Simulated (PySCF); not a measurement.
**How the method changes the constants of BiCl**

State: triplet, unpaired electrons π ↑↑, a mixture of terms (⟨Lz²⟩ = 0.4). Set-up: basis Bi x2c-TZVPPall, Cl x2c-TZVPPall; spin-free X2C with a Gaussian nucleus; PySCF 2.14. De refers to Bi + Cl in their high-spin ground configurations, without counterpoise correction. The functionals are run spin-unrestricted. A positive dipole means Bi(−)Cl(+).

```csv
Level,Re (Å),ωe (cm⁻¹),De (eV),μ (D),"CPU s a point (SCF and correlation, without the integrals)"
UHF,2.454,334,1.57,-3.60,3.9
UHF-MP2,2.429,345,2.83,n/a,7
UHF-SCS-MP2,2.442,339,2.76,n/a,n/a
UHF-CCSD,2.441,340,2.59,n/a,n/a
UHF-CCSD(T),2.443,338,2.73,n/a,150
LDA,2.402,352,3.96,-2.39,2.3
PBE,2.444,331,3.34,-2.68,3.4
revPBE,2.456,324,3.13,-2.78,2.4
r²SCAN,2.426,342,3.17,-2.79,4.7
PBE0,2.426,342,3.10,-2.90,6.6
BHandHLYP,2.437,340,2.82,-3.18,5
LC-ωPBE,2.405,357,2.89,-3.08,14
B2PLYP,2.444,335,2.99,-3.24,7.3
```

The bond length runs from 2.402 Å (LDA) to 2.456 Å (revPBE). De spans 1.57 eV (UHF, mean field) to 3.96 eV (LDA, local density). Correlation at CCSD(T) changes the Hartree–Fock bond energy by +1.16 eV; the triples alone change it by +0.14 eV.

Correlated steps freeze 39 core orbitals. These are scalar-relativistic numbers at best; spin–orbit coupling would shift them, the dissociation energy most. B2PLYP dipoles, levels and charges come from its SCF part alone. The state was picked by a PBE0 search and need not be the measured ground state.

The whole job (state search and all levels along the bond) took about 20 min on 2 threads of Arm Neoverse V2 (shared host), peak memory 5.6 GiB.
